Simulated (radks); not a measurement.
Q: Species: the fluorine ion F2+. Configuration: [He] 2s2 2p3. All-electron calculation, scalar-relativistic Kohn-Sham, PBE, spin-polarised, spherical densities, point nucleus; open shells are filled with parallel spins first. Program: a radial shooting solver on a logarithmic mesh with Libxc functionals. Some entries of the table are withheld. Estimate them.

| orbital | occ. | eigenvalue (Ry) | <r> (bohr) | <r^2> (bohr^2) |
|---|---|---|---|---|
| 1s up | 1 | (1) | (2) | 0.04208 |
| 1s down | 1 | (3) | (4) | 0.04174 |
| 2s up | 1 | -5.17762 | 0.9091 | 0.9846 |
| 2s down | 1 | -4.65176 | 0.9366 | 1.050 |
| 2p up | 3 | -3.79002 | 0.8811 | 0.9728 |
| 2p down | 0 | -3.25354 | 0.9277 | 1.090 |

A: 
(1) 1s up eigenvalue (Ry): -52.21460
(2) 1s up <r> (bohr): 0.1765
(3) 1s down eigenvalue (Ry): -52.00459
(4) 1s down <r> (bohr): 0.1759
